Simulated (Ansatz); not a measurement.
Geometry optimisation, UKS revPBE/def2-SVP in Ansatz 0.2.0.

Input:

```yaml
crystal:
  periodic: [false, false, false]
  atoms:
    - { symbol: Sn, position_ang: [0.023187, 0.039527, -0.245845] }
    - { symbol: H, position_ang: [-0.011649, -0.020572, 1.497117] }
    - { symbol: H, position_ang: [1.629928, -0.04259, -0.885138] }
    - { symbol: H, position_ang: [-0.851509, 1.389706, -0.885366] }
    - { symbol: Cl, position_ang: [-1.107375, -1.919272, -1.028187] }
    - { symbol: Si, position_ang: [-0.000726, -0.001319, 4.156687] }
    - { symbol: H, position_ang: [-0.773306, -1.203484, 4.635123] }
    - { symbol: H, position_ang: [1.431698, -0.064193, 4.623726] }
    - { symbol: H, position_ang: [-0.654049, 1.275397, 4.622782] }
magnetization:
  spin_polarized: true
  initial_magnetization: 1
basis:
  gaussian: { orbitals: def2-SVP }
hamiltonian:
  xc: revpbe
relax:
  f_tol: 0.03
  max_steps: 50
```

Run as:

```bash
$ ansatz run input.yaml --threads 4 --pin off --max-ram 5120MiB --backend cpu --events-out ev --progress --plain --runs-dir out
```

Q: Where does it end, and by what steps?

A: The forces met the threshold. The force dipped under the threshold on the way, but the program's further checks kept it going. After 14 steps the energy has fallen by 0.818 eV; H2 moved furthest, 1.48 Å. Parted: Sn1–H2 (1.74 → 3.89 Å). Joined: H2–Si6 (2.66 → 1.51 Å).

```csv
step,energy less start (eV),largest force component (eV/Å),accepted
0,0.0000,0.146,yes
1,-0.0016,0.076,yes
2,-0.0023,0.021,yes
3,-0.0131,0.601,yes
4,-0.1022,1.390,yes
5,-0.2871,1.306,yes
6,-0.5330,0.696,yes
7,-0.7076,0.286,yes
8,-0.7721,0.084,yes
9,-0.7583,1.025,no
10,-0.7877,0.106,yes
11,-0.7996,0.028,yes
12,-0.8103,0.052,yes
13,-0.8162,0.023,yes
14,-0.8181,0.028,yes
```

```xyz
9
Properties=species:S:1:pos:R:3
Sn 0.035 0.061 -0.925
H 0.087 0.150 2.963
H 1.621 -0.088 -1.677
H -0.892 1.356 -1.676
Cl -1.125 -1.959 -1.531
Si 0.009 0.015 4.461
H -0.783 -1.213 4.815
H 1.398 -0.101 5.024
H -0.663 1.232 5.036
```

Whether the end is a true minimum wasn't checked by a vibrational analysis.

Run time: 22 s on 4 threads of Arm Neoverse V2 (shared host), peak memory 0.16 GiB.
